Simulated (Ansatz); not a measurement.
Total energies of CH₅AlSiTe.

```json
{"atom": "Al1", "x (Å)": "-1.014", "y (Å)": "0.472", "z (Å)": "-1.460"}
{"atom": "Si2", "x (Å)": "-0.625", "y (Å)": "-0.667", "z (Å)": "0.667"}
{"atom": "C3", "x (Å)": "0.960", "y (Å)": "0.155", "z (Å)": "1.197"}
{"atom": "Te4", "x (Å)": "1.478", "y (Å)": "-0.515", "z (Å)": "-0.833"}
{"atom": "H5", "x (Å)": "-1.055", "y (Å)": "2.050", "z (Å)": "-1.308"}
{"atom": "H6", "x (Å)": "-1.675", "y (Å)": "-0.352", "z (Å)": "-2.640"}
{"atom": "H7", "x (Å)": "-0.676", "y (Å)": "-2.055", "z (Å)": "1.214"}
{"atom": "H8", "x (Å)": "1.611", "y (Å)": "-0.328", "z (Å)": "1.920"}
{"atom": "H9", "x (Å)": "0.996", "y (Å)": "1.239", "z (Å)": "1.244"}
```

Total charge 0; spin multiplicity 1. Correlated methods include outer-core shells of Te, which these sets cover unevenly. Te: def2 effective core potential. The bonds changed during the relaxation, so this is another structure than the one it started from. The geometry is a stationary point of PBE0-D4/def2-TZVP. Basis def2-TZVPP, Ansatz.

RPA on PBE orbitals: Hartree–Fock energy of these orbitals -838.60084 Eh, correlation -1.27718 Eh (frozen core).

```
functional                                       kind  energy without D4 (Eh)  D4 term (kJ/mol)
       PBE                                        GGA              -840.74541             -27.2
    revPBE                                        GGA              -841.01788             -66.1
      BLYP                                        GGA              -841.01165             -57.8
    B97M-V                         meta-GGA with VV10              -840.96173                 –
      PBE0         global hybrid, 25 % exact exchange              -840.82122             -23.2
     B3LYP                        global hybrid, 20 %              -841.22652             -44.9
     BHLYP                        global hybrid, 50 %              -841.00398             -42.4
   ωB97X-V       range-separated hybrid GGA with VV10              -840.97854                 –
   ωB97M-V  range-separated hybrid meta-GGA with VV10              -840.99906                 –
    B2PLYP                              double hybrid              -840.63814                 –
```

Q: Give the same for LDA (SPW92), r2SCAN, r2SCANh, r2SCAN0, HSE06 (plane-wave form), CAM-B3LYP, LC-ωPBE, PBE-QIDH. (Best estimate.)

A: Computed: 
```tsv
functional	kind	energy without D4 (Eh)	D4 term (kJ/mol)
LDA (SPW92)	LDA	-838.10762	–
r2SCAN	meta-GGA	-841.12303	-5.9
r2SCANh	meta-GGA hybrid, 10 %	-841.10628	-6.5
r2SCAN0	meta-GGA hybrid, 25 %	-841.08223	-7.3
HSE06 (plane-wave form)	screened hybrid	-840.80439	-22.1
CAM-B3LYP	range-separated hybrid	-841.06564	-24.3
LC-ωPBE	long-range corrected hybrid	-840.91980	–
PBE-QIDH	double hybrid	-840.47749	–
```

B3LYP takes the VWN-RPA correlation (the form of Gaussian; ORCA's B3LYP/G). HSE06 is the plane-wave form, built on full-range PBE exchange. The double hybrids freeze the cores in their second-order part.

LC-ωPBE has ω = 0.4 bohr⁻¹.
